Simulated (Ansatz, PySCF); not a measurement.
NP, triplet, geometry from GFN2-xTB (a higher spin typed on purpose: for a closed-shell molecule this is an excited state), atoms displaced at random by about 0.03 Å a coordinate. Base run: PBE/def2-TZVP, gradient in PySCF.

Input for PySCF:
```python
from pyscf import gto, scf, dft

mol = gto.Mole()
mol.atom = '''
    N     0.021758   -0.015192   -1.016644
    P     0.021868   -0.004436    0.514081
'''
mol.basis = 'def2-tzvp'
mol.charge = 0
mol.spin = 2
mol.verbose = 4
mol.build()

mf = dft.UKS(mol)
mf.xc = 'pbe'
mf.kernel()
g = mf.nuc_grad_method()
grad = g.kernel()
```

Programs used: Ansatz (a quantum-chemistry and plane-wave program), PySCF; a row that names a program was run with it.

The coordinate followed is y of atom 2.

The base run was repeated with changes; each row names its change, and settings that it needs were set with it.

| change | dE/dx (Eh/bohr) | net force (Eh/bohr) |
|---|---|---|
| base | -0.000145 | 0.000011 |
| finite difference step (bohr) = 0.2; conv_tol = 1e-11 | -0.000120 | - |
| finite difference step (bohr) = 1e-5; conv_tol = 1e-11 | -0.000144 | - |
| conv_tol = 1e-4 | -0.000140 | 0.000011 |
| grids.level = 0; grid_response = off | -0.000153 | 0.008107 |
| grid_response = on | -0.000145 | 0.000000 |
| finite difference step (bohr) = 1e-3; conv_tol = 1e-11 | -0.000145 | - |
| code = ansatz | -0.000768 | 0.000000 |
| conv_tol = 1e-6 | -0.000145 | 0.000011 |
| finite difference step (bohr) = 0.01; conv_tol = 1e-11 | -0.000145 | - |
| finite difference step (bohr) = 0.05; conv_tol = 1e-11 | -0.000144 | - |
| grids.level = 5; grid_response = off | -0.000146 | 0.000000 |

The net force is zero for an exact gradient.

Open shells are given as the SCF converged; they aren't shown to be the lowest states, and a large step between rows can be another state.
